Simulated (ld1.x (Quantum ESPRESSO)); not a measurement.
## oxygen (O), TM semilocal: configuration errors across variants

```json
{"Element": "O (Z = 8)", "Generator": "ld1.x (Quantum ESPRESSO) 7.5", "Type": "norm-conserving Troullier–Martins (semilocal form)", "Functional": "revPBE", "Relativity": "non-relativistic", "Frozen core": "[He]", "Valence charge": "6", "Reference configuration": "2s2 2p4", "Partial waves": "2s (bound): rc 0.70 bohr; 2p (bound): rc 1.05 bohr", "Local potential": "the p channel", "Core correction": "Bessel-smoothed model core, default radius (core density twice the valence density)"}
```

All-electron excitation energies from the reference (eV): (1) 2s2 2p3 16.379; (2) 2s2 2p2 49.910; (3) 2s2 2p1 103.699; (4) 2s2 2p0 180.466; (5) 2s1 2p5 14.989; (6) 2s2 2p4.3 -2.106; (7) 2s1 2p4 31.654.

A semilocal file is local in each channel, so a ghost entry of none says nothing of the separable form that plane-wave codes build from it.

Errors AE − PS in meV (a dash: test not solved or not reliable):

```csv
change,(1),(2),(3),(4),(5),(6),(7),bound ghosts
base,+0.2,+21,+143,+553,+6.5,-0.1,-2.5,none
"all radii but the core radius scaled by about 0.87 (s 0.60, p 0.92 bohr)",+1.0,+18,+106,+389,+8.9,0.0,+4.1,none
"all radii but the core radius scaled by about 0.95 (s 0.66, p 1.00 bohr)",+0.4,+18,+121,+466,+6.7,-0.1,+0.1,none
"all radii but the core radius scaled by about 1.04 (s 0.72, p 1.10 bohr)",+0.1,+26,+176,+672,+6.7,-0.2,-5.7,none
"all radii but the core radius scaled by about 1.12 (s 0.78, p 1.18 bohr)",0.0,+36,+241,+900,+7.0,-0.2,-12,none
"all radii but the core radius scaled by about 1.19 (s 0.84, p 1.24 bohr)",+0.2,+47,+305,+1113,+7.5,-0.3,-19,none
"all radii but the core radius scaled by about 1.30 (s 0.92, p 1.36 bohr)",+1.1,+71,+438,+1538,+8.1,-0.4,-32,none
"all radii but the core radius scaled by about 1.36 (s 0.96, p 1.42 bohr)",+2.0,+93,+550,+1886,+7.6,-0.6,-44,none
```

Q: Give the same row for: all radii but the core radius scaled by about 0.79 (s 0.56, p 0.82 bohr).

A: +1.6, +17, +86, +292, +10, 0.0, +7.9; bound ghosts: none.
